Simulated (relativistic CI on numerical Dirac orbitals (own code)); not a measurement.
## Forbidden transitions in As²³⁺

These numbers are calculated, not measured: Dirac-Coulomb-Breit CI, separate exchange-only KLI orbitals for each configuration, model QED (radiative potential, 1s self-energy scaled to tabulated hydrogen-like ionisation energies), unscaled Slater integrals (own radial code, finite nucleus).

Configuration list (outside the closed core 1s2): 2s2.2p6, 2s2.2p5.3s, 2s2.2p5.3p, 2s2.2p5.3d, 2s.2p6.3s, 2s.2p6.3p, 2s.2p6.3d, 2s2.2p5.4s, 2s2.2p5.4p, 2s2.2p5.4d, 2s2.2p5.4f, 2s.2p6.4s, 2s.2p6.4p, 2s2.2p4.3s2, 2s.2p6.4d, 2s.2p6.4f. Levels of other configurations are missing.

```tsv
λ vac (nm)	Lower	Upper	Type	A (s⁻¹)	log gf
0.74644	2s2.2p6 1S_0 [1]	2s.2p6.3d 1D_2 [37]	E2	6.02e+10	-2.60
0.86862	2s2.2p6 1S_0 [1]	2s2.2p5.3p 3D_2 [14]	E2	4.02e+09	-3.64
0.89048	2s2.2p6 1S_0 [1]	2s2.2p5.3p 3P_2 [10]	E2	3.51e+09	-3.68
0.89786	2s2.2p6 1S_0 [1]	2s2.2p5.3p 3D_2 [7]	E2	3.46e+09	-3.68
0.93032	2s2.2p6 1S_0 [1]	2s2.2p5.3s 3P°_2 [2]	M2	2.30e+06	-6.83
36.041	2s2.2p5.3s 1P°_1 [3]	2s2.2p5.3s 3P°_0 [4]	M1	4.47e+05	-5.06
```

Terms are leading LS components. Brackets give the number of a level in order of energy, since labels repeat. The list gives strong lines, with weight on those to low levels, among the lowest 89 of 94 levels, so that lines to higher ones, which can be the strongest, are missing. Levels whose partners in the same complex of configurations lie outside the list can be far off, and so can their lines. Rates are taken at the computed energies, electric ones in the length gauge.

At this charge energies of transitions that change n are usually good to better than 1 %, and those within a shell (Δn = 0) to a few per cent.

LS names give the leading component of a level, which can be under half, so a name can repeat, a term be missing and a line seem to break the LS rules.
